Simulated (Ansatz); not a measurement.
Ansatz (a first-principles code) job for (1Z,3Z)-1,4-difluorobuta-1,3-diene (C4H4F2), SMILES F/C=C\C=C/F, PBE/def2-SVPD. Geometry optimised at PBE0-D3(BJ)/def2-SVP. The values are those of a single conformer.

Ansatz 0.2 input:
```yaml
crystal:
  periodic: [false, false, false]
  atoms:
    - {symbol: F, position_ang: [0.50825787, -2.45680652, -0.00000000]}
    - {symbol: C, position_ang: [-0.61195261, -1.73838185, 0.00000000]}
    - {symbol: C, position_ang: [-0.60221702, -0.40165831, 0.00000000]}
    - {symbol: C, position_ang: [0.60221702, 0.40165831, -0.00000000]}
    - {symbol: C, position_ang: [0.61195261, 1.73838185, -0.00000000]}
    - {symbol: F, position_ang: [-0.50825787, 2.45680652, 0.00000000]}
    - {symbol: H, position_ang: [-1.51340268, -2.35641147, 0.00000000]}
    - {symbol: H, position_ang: [-1.57043524, 0.10324207, -0.00000001]}
    - {symbol: H, position_ang: [1.57043524, -0.10324208, 0.00000001]}
    - {symbol: H, position_ang: [1.51340268, 2.35641147, -0.00000000]}
basis:
  gaussian:
    orbitals: def2-SVPD
hamiltonian:
  xc: {name: PBE}
```

Program output:

```
WARN ansatz: RAYON_NUM_THREADS=1 ignored (pool sized by the plan → 1); use --threads N
Functional definition: PBE
integrals: 0.08 GiB planned
1302 factors; their error is unknown
mean field: 0.58 GiB planned
mean field evaluation 1: about -9620.6914 eV, gradient 5.5e1 eV
mean field evaluation 2: about -9608.0856 eV, gradient 8.4e1 eV
mean field evaluation 4: about -9628.4150 eV, gradient 5.9e0 eV
mean field evaluation 8: about -9628.4123 eV, gradient 2.7e-1 eV
mean field evaluation 16: about -9628.4125 eV, gradient 1.7e-5 eV
mean field -9628.41250778 eV, -353.8376332887 hartree, gradient 8.1e-6 eV, S^2 0.000000; 0 other end points of the search recorded, 0 dependent functions left out
reference -9628.41255564 eV, -353.8376350475 hartree; 23, 23 occupied and 135, 135 virtual orbitals, 1302 factors
Total energy: -9628.41255564 eV, -353.8376350475 hartree
```

Self-consistency was reached.

Cost: very roughly 4 core-seconds.
